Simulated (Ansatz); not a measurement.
**Match the barriers**

Saddle point of GeSiH8S, closed shell (GeSiH₆ ([SiH3][GeH3]) + H₂S → GeH₄S ([SH][GeH3]) + SiH₄; bonds formed: Ge1–S7, Si2–H6; bonds broken: Ge1–Si2, H6–S7), PBE0-D4/def2-TZVP structure:

```
11
angstrom
Ge -1.0073 0.7868 -0.1984
Si 0.4065 -1.3871 0.5966
H -1.2498 1.2179 -1.6481
H -1.3057 1.7626 0.9391
H -1.9597 -0.4469 0.0062
H 0.7638 0.2891 0.1137
S 1.4050 1.8992 -0.3913
H -0.4090 -1.5735 1.8222
H -0.0740 -2.2577 -0.5053
H 1.8382 -1.6771 0.8840
H 1.5921 1.3867 -1.6184
```

Program: Ansatz 0.2.0. Basis: def2-TZVPP, with def2-QZVPP for the basis limit. Cores are frozen in the correlated methods. Filled d shells of the heavier atoms are correlated. The def2 sets are not built for correlating such inner shells, so the correlated values are less sure here. B3LYP uses VWN-RPA correlation. Extrapolation: Hartree–Fock as exp(−7.88 √X), correlation as X^−2.97. Four methods, as single points on the PBE0-D4 structures, gave these electronic barriers from the start structure: 216.2, 236.2, 254.3, 321.6 kJ/mol.

Problem. The methods were, in alphabetical order, B3LYP-D4, BLYP-D4, CCSD(T), HF. Which gave which? (Judge from chemistry; the calculation decides.)

Solution. Computed: BLYP-D4 216.2; B3LYP-D4 236.2; CCSD(T) 254.3; HF 321.6 kJ/mol. For comparison, CCSD(T) at an estimated basis limit (MP2 extrapolated from triple and quadruple zeta, plus CCSD(T) − MP2 in triple zeta) gives 250.7 kJ/mol.

The T1 diagnostic stays at or below 0.015. The start structure is not quite a true minimum (one mode of 25i cm⁻¹). The end structure is not quite a true minimum (one mode of 40i cm⁻¹).

Labels in which every atom is bracketed show which atoms are joined, not bond orders.

For scale, one of the runs: CCSD(T)/def2-TZVPP, 244 basis functions, launched by `ansatz run in.yaml --threads 4 --pin off --events-out ev --progress --plain --max-ram 9574MiB`. Time: 2.4 min of wall clock on 4 CPU threads of an Arm Neoverse V1; the host was shared. Peak host memory: 4.4 GiB.
